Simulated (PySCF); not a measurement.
F2H6O2Si3, SMILES F[Si](O[SiH3])(F)O[SiH3].

Geometry optimised at r2SCAN-D4/def2-SVP. Other conformers were not sampled.

Two levels are set side by side: PBE/def2-TZVP (PySCF) and r2SCAN/def2-TZVP (PySCF). Same geometry, gas phase. Differences are taken from unrounded values.

```
quantity                     r2SCAN    PBE  PBE minus r2SCAN
---------------------------  ------  -----  ----------------
orbital gap (eV)               7.34   6.51             -0.83
highest occupied level (eV)   -8.27  -7.88              0.39
lowest empty level (eV)       -0.94  -1.37             -0.44
dipole moment (D)              2.02   2.00             -0.03
```

Rough cost on one machine, each run with all the roots and properties that it gave: r2SCAN against PBE about 2 times.
